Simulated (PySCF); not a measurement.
## Ionisation energy of C²⁺ by level of theory

C²⁺ [He] 2s2 (1S) → C³⁺ [He] 2s1 (2S), as a difference of total energies. All numbers are calculated (PySCF 2.14, scalar relativity by spin-free X2C-1e, in ANO-RCC-VQZP). Correlated levels: valence: 1s2 frozen; valence and next inner shell: nothing frozen. The calculations carry no spin-orbit coupling.

```tsv
method	ionisation energy (eV)	error (eV)
UHF	45.799	-2.089
LDA	46.964	-0.924
PBE	47.118	-0.770
PBE0	47.056	-0.832
r2SCAN	46.639	-1.249
B97-3	47.186	-0.702
wB97X-V	47.116	-0.772
TPSSh	47.134	-0.754
BP86	47.193	-0.695
MP2 (valence)	47.036	-0.852
SCS-MP2 (valence)	47.284	-0.604
MP2 (valence and next inner shell)	47.075	-0.813
SCS-MP2 (valence and next inner shell)	47.315	-0.573
```

Reference: 47.888 eV (measured; NIST Atomic Spectra Database, ionization energies).

Errors of the correlated levels include the incompleteness of this basis and the frozen core.

MP2 underrates the near-degeneracy of ns² with np² in the lower species.
